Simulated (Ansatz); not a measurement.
Ansatz (a quantum-chemistry and plane-wave program) input (B3LYP-D3(BJ)/def2-TZVP):

Ansatz 0.2 input:
```yaml
crystal:
  periodic: [false, false, false]
  atoms:
    - {symbol: N, position_ang: [-0.00000000, -0.00000000, -1.00555951]}
    - {symbol: P, position_ang: [0.00000000, 0.00000000, 0.46926111]}
basis:
  gaussian:
    orbitals: def2-TZVP
hamiltonian:
  xc: b3lyp
  dispersion: d3bj
total_charge: 1
magnetization: {spin_polarized: true, initial_magnetization: 1}
phonons: {temperatures: {t_min: 298.15, t_max: 298.15, t_step: 100}}
```

Output:

```
Functional definition: B3LYP
integrals: 0.01 GiB planned
437 factors; their error is unknown
mean field: 0.17 GiB planned
mean field evaluation 1: about -10734.1643 eV, gradient 8.5e1 eV
mean field evaluation 2: about -10591.5529 eV, gradient 1.4e2 eV
mean field evaluation 4: about -10766.3641 eV, gradient 1.1e1 eV
mean field evaluation 8: about -10767.0158 eV, gradient 2.4e-1 eV
mean field evaluation 16: about -10767.0320 eV, gradient 7.5e-4 eV
mean field -10767.03199346 eV, -395.6811276031 hartree, gradient 4.2e-6 eV, S^2 0.778982; 1 other end points of the search recorded, 0 dependent functions left out
the calculation of the forces begins
reference -10767.03215895 eV, -395.6811336848 hartree; 11, 10 occupied and 57, 58 virtual orbitals, 437 factors
these checks for a lower state are left out or cut short: stability, starts, cluster_reference, orbital_swaps, neighbouring_geometries, increment
integrals: 0.01 GiB planned
437 factors; their error is unknown
mean field: 0.17 GiB planned
mean field evaluation 32: about -10767.0200 eV, gradient 1.1e-1 eV
mean field -10767.03199346 eV, -395.6811276031 hartree, gradient 1.2e-6 eV, S^2 0.778982; 0 other end points of the search recorded, 0 dependent functions left out
the calculation of the forces begins
reference -10767.03215895 eV, -395.6811336849 hartree; 11, 10 occupied and 57, 58 virtual orbitals, 437 factors
these checks for a lower state are left out or cut short: stability, starts, cluster_reference, orbital_swaps, neighbouring_geometries, increment
integrals: 0.01 GiB planned
437 factors; their error is unknown
mean field: 0.17 GiB planned
mean field -10767.03199346 eV, -395.6811276031 hartree, gradient 1.2e-6 eV, S^2 0.778982; 0 other end points of the search recorded, 0 dependent functions left out
the calculation of the forces begins
reference -10767.03215895 eV, -395.6811336849 hartree; 11, 10 occupied and 57, 58 virtual orbitals, 437 factors
these checks for a lower state are left out or cut short: stability, starts, cluster_reference, orbital_swaps, neighbouring_geometries, increment
integrals: 0.01 GiB planned
437 factors; their error is unknown
mean field: 0.17 GiB planned
mean field -10767.03199346 eV, -395.6811276031 hartree, gradient 1.2e-6 eV, S^2 0.778982; 0 other end points of the search recorded, 0 dependent functions left out
the calculation of the forces begins
reference -10767.03215895 eV, -395.6811336849 hartree; 11, 10 occupied and 57, 58 virtual orbitals, 437 factors
these checks for a lower state are left out or cut short: stability, starts, cluster_reference, orbital_swaps, neighbouring_geometries, increment
integrals: 0.01 GiB planned
437 factors; their error is unknown
mean field: 0.17 GiB planned
mean field -10767.03199346 eV, -395.6811276031 hartree, gradient 1.2e-6 eV, S^2 0.778982; 0 other end points of the search recorded, 0 dependent functions left out
the calculation of the forces begins
reference -10767.03215895 eV, -395.6811336849 hartree; 11, 10 occupied and 57, 58 virtual orbitals, 437 factors
these checks for a lower state are left out or cut short: stability, starts, cluster_reference, orbital_swaps, neighbouring_geometries, increment
integrals: 0.01 GiB planned
437 factors; their error is unknown
mean field: 0.17 GiB planned
mean field evaluation 64: about -10767.0318 eV, gradient 8.7e-5 eV
mean field -10767.03178383 eV, -395.6811198993 hartree, gradient 2.6e-6 eV, S^2 0.778482; 0 other end points of the search recorded, 0 dependent functions left out
the calculation of the forces begins
reference -10767.03194920 eV, -395.6811259767 hartree; 11, 10 occupied and 57, 58 virtual orbitals, 437 factors
these checks for a lower state are left out or cut short: stability, starts, cluster_reference, orbital_swaps, neighbouring_geometries, increment
integrals: 0.01 GiB planned
437 factors; their error is unknown
mean field: 0.17 GiB planned
mean field -10767.03178778 eV, -395.6811200446 hartree, gradient 2.9e-6 eV, S^2 0.779495; 0 other end points of the search recorded, 0 dependent functions left out
the calculation of the forces begins
reference -10767.03195339 eV, -395.6811261308 hartree; 11, 10 occupied and 57, 58 virtual orbitals, 437 factors
these checks for a lower state are left out or cut short: stability, starts, cluster_reference, orbital_swaps, neighbouring_geometries, increment
integrals: 0.01 GiB planned
437 factors; their error is unknown
mean field: 0.17 GiB planned
mean field -10767.03199346 eV, -395.6811276031 hartree, gradient 1.2e-6 eV, S^2 0.778982; 0 other end points of the search recorded, 0 dependent functions left out
the calculation of the forces begins
reference -10767.03215895 eV, -395.6811336849 hartree; 11, 10 occupied and 57, 58 virtual orbitals, 437 factors
these checks for a lower state are left out or cut short: stability, starts, cluster_reference, orbital_swaps, neighbouring_geometries, increment
integrals: 0.01 GiB planned
437 factors; their error is unknown
mean field: 0.17 GiB planned
mean field -10767.03199346 eV, -395.6811276031 hartree, gradient 1.2e-6 eV, S^2 0.778982; 0 other end points of the search recorded, 0 dependent functions left out
the calculation of the forces begins
reference -10767.03215895 eV, -395.6811336849 hartree; 11, 10 occupied and 57, 58 virtual orbitals, 437 factors
these checks for a lower state are left out or cut short: stability, starts, cluster_reference, orbital_swaps, neighbouring_geometries, increment
integrals: 0.01 GiB planned
437 factors; their error is unknown
mean field: 0.17 GiB planned
mean field evaluation 96: about -10767.0320 eV, gradient 1.2e-6 eV
mean field -10767.03199346 eV, -395.6811276031 hartree, gradient 1.2e-6 eV, S^2 0.778982; 0 other end points of the search recorded, 0 dependent functions left out
the calculation of the forces begins
reference -10767.03215895 eV, -395.6811336849 hartree; 11, 10 occupied and 57, 58 virtual orbitals, 437 factors
these checks for a lower state are left out or cut short: stability, starts, cluster_reference, orbital_swaps, neighbouring_geometries, increment
integrals: 0.01 GiB planned
437 factors; their error is unknown
mean field: 0.17 GiB planned
mean field -10767.03199346 eV, -395.6811276031 hartree, gradient 1.2e-6 eV, S^2 0.778982; 0 other end points of the search recorded, 0 dependent functions left out
the calculation of the forces begins
reference -10767.03215895 eV, -395.6811336849 hartree; 11, 10 occupied and 57, 58 virtual orbitals, 437 factors
these checks for a lower state are left out or cut short: stability, starts, cluster_reference, orbital_swaps, neighbouring_geometries, increment
integrals: 0.01 GiB planned
437 factors; their error is unknown
mean field: 0.17 GiB planned
mean field -10767.03178778 eV, -395.6811200446 hartree, gradient 2.9e-6 eV, S^2 0.779495; 0 other end points of the search recorded, 0 dependent functions left out
the calculation of the forces begins
reference -10767.03195339 eV, -395.6811261308 hartree; 11, 10 occupied and 57, 58 virtual orbitals, 437 factors
these checks for a lower state are left out or cut short: stability, starts, cluster_reference, orbital_swaps, neighbouring_geometries, increment
integrals: 0.01 GiB planned
437 factors; their error is unknown
mean field: 0.17 GiB planned
mean field -10767.03178383 eV, -395.6811198993 hartree, gradient 2.6e-6 eV, S^2 0.778482; 0 other end points of the search recorded, 0 dependent functions left out
the calculation of the forces begins
reference -10767.03194920 eV, -395.6811259767 hartree; 11, 10 occupied and 57, 58 virtual orbitals, 437 factors
Total energy: -10767.07555094 eV, -395.6827283111 hartree
Atom 0 at    -0.000000    -0.000000    -1.005560 Å, force     0.000000    -0.000000     0.000088 eV/Å
Atom 1 at     0.000000     0.000000     0.469261 Å, force    -0.000000     0.000000    -0.000088 eV/Å
Dipole moment:    -0.000000     0.000000     0.428397 e Å
Vibrations: 1368.78 cm⁻¹, zero-point energy 0.084854 eV
```
